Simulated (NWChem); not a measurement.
MgF₂ cation, doublet; SMILES of the neutral closed-shell parent [F][Mg][F]

```xyz
3

Mg     0.0000     0.0000    -0.0012
F      1.8296     0.0000    -0.0125
F     -1.8296     0.0000    -0.0125
```
Atoms are numbered in this order, from 1.

All runs: NWChem. Spin-unrestricted. All runs use the structure optimised with PBE0-D3(BJ)/def2-TZVP, spin-unrestricted. The spin multiplicity was typed, not searched, and may not be the lowest. No stability test was run on the SCF state. Vzz is the largest principal value of the second derivative of the potential at the nucleus (NWChem prints the opposite sign); η is the asymmetry. Non-relativistic.

### Question
What does the run give for CAM-B3LYP/cc-pVTZ? Quantities: Vzz Mg1 (a.u.); η Mg1.

### Answer
| Property | Value |
|---|---|
| Vzz Mg1 (a.u.) | -0.714 |
| η Mg1 | 0.02 |
